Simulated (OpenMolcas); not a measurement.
# Br3+: effect of the active space

```
Program             : OpenMolcas
Method              : SS-CASPT2 or its RAS form, IPEA 0.25 Eh, imaginary shift 0.1 Eh
Basis               : ANO-RCC-VQZP
Scalar Hamiltonian  : DKH2, point nucleus
Spin-orbit coupling : state interaction with AMFI integrals over the reference wave functions, term energies averaged over their components
```

A. 2 electrons in 3 orbitals (4p); 2S+1 = 3 even, 3 roots; 2S+1 = 1 even, 6 roots; closed shells correlated: 3d 4s; CASPT2 step about 2 core-seconds
B. 4 electrons in 4 orbitals (4s 4p); 2S+1 = 3 even, 6 roots; 2S+1 = 1 even, 12 roots; 2S+1 = 5 odd, 1 root; 2S+1 = 3 odd, 9 roots; 2S+1 = 1 odd, 8 roots; closed shells correlated: 3d; CASPT2 step about 10 core-seconds
C. 4 electrons in 8 orbitals (4s 4p 5s 5p); 2S+1 = 3 even, 3 roots; 2S+1 = 1 even, 12 roots; 2S+1 = 5 odd, 1 root; 2S+1 = 3 odd, 9 roots; 2S+1 = 1 odd, 8 roots; closed shells correlated: 3d; CASPT2 step of the order of 24 core-seconds
D. 2 electrons in 9 orbitals (RAS2 4p; RAS3 4d 5s, at most 1 electron); 2S+1 = 3 even, 3 roots; 2S+1 = 1 even, 6 roots; 2S+1 = 3 odd, 18 roots; 2S+1 = 1 odd, 18 roots; closed shells correlated: 3d 4s; CASPT2 step of the order of 28 core-seconds
E. 4 electrons in 9 orbitals (RAS2 4s 4p; RAS3 4d, at most 2 electrons); 2S+1 = 3 even, 6 roots; 2S+1 = 1 even, 12 roots; 2S+1 = 5 odd, 1 root; 2S+1 = 3 odd, 9 roots; 2S+1 = 1 odd, 8 roots; closed shells correlated: 3d; CASPT2 step roughly 30 core-seconds

Energies in cm⁻¹ above 4s² 4p² ³P₀.

```csv
Level,A,B,C,D,E
4s² 4p² ³P₀,0.0,0.0,0.0,0.0,0.0
4s² 4p² ³P₁,2300,2300,2240,2240,2250
4s² 4p² ³P₂,5070,5010,4950,5010,4980
4s² 4p² ¹D₂,15770,15440,15910,15790,15870
4s² 4p² ¹S₀,33550,32340,32900,37380,33570
```

Among A to E the level of the table that moves most is 4s² 4p² ¹S₀, by 5000 cm-1 (lowest in B, highest in D). Moves below CASPT2's spread within the term are not significant.

CASPT2 does not keep the components of a term degenerate, so their means are used; among the terms shown or strongly mixed into the levels shown the widest spread is 100 cm-1 (4s² 4p² ¹D, A). Over all roots computed the reference weight is 0.86 to 0.98 in B, 0.85 to 0.98 in C, 0.87 to 0.97 in D; the roots of lowest weight are the least certain, and an intruder state may touch them. With the s shell closed, the reference lacks s² → p² mixing (holds for A; D). Active for correlation alone: 5p 5s; no level in the range computed is led by a configuration that fills them, so any true level of that kind is missing (holds for C). Active for correlation alone: 4d; no level in the range computed is led by a configuration that fills it, so any true level of that kind is missing (holds for E). Only configurations of the active space appear. Levels that lie high or do not pair safely by name in every column are left out.
